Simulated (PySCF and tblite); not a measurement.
The numbers below are computed, except where a source is named.
tetrahydropyran-4-one, C5H8O2, numbered as in [O:1]=[C:2]1[CH2:3][CH2:4][O:5][CH2:6][CH2:7]1.

Free energies: PBE0-D3(BJ)/pcSseg-1 (IEF-PCM, chloroform) on GFN2-xTB structures plus GFN2-xTB thermal terms, symmetry and mirror images included. Conformers within 3 kcal/mol (GFN2-xTB free energy) were kept, 5 at most. Couplings: B3LYP/6-31G* with pcJ-1 on H (gas phase; spin-dipole term only for pairs with B, N, F, Si or P). Couplings are for ¹H; a prime marks the second kind of pair between the same two sets of atoms. H–H couplings come out 0.1 to 0.9 Hz lower than with pcJ-1 on all atoms. Programs: PySCF with density fitting and tblite.

The 6-ring runs over atoms 2–3–4–5–6–7. Of a mirror pair one member is shown.

```
conformer                                                          shape  weight %
        1                                                   6-ring chair      99.7
        2  6-ring twist-boat (ring torsions 60, -29, -30, 60, -27, -27°)       0.3
```

(1) Give the couplings in each conformer and the averages at 298.15 K (pairs that fast motion interchanges averaged).

Answers

(1) 
```csv
coupling,pairs,1,2,average (Hz)
"²J(H3,H3)",2,-13.6,-19.0,-13.6
"³J(H3,H4)",4,5.0,4.2,5.0
"³J(H3,H4′)",4,6.9,8.2,6.9
"²J(H4,H4)",2,-11.5,-11.3,-11.5
```


Conformer gaps in pcSseg-1 on xTB geometries can be 2 kcal/mol off for S=O, P=O and other polar bonds.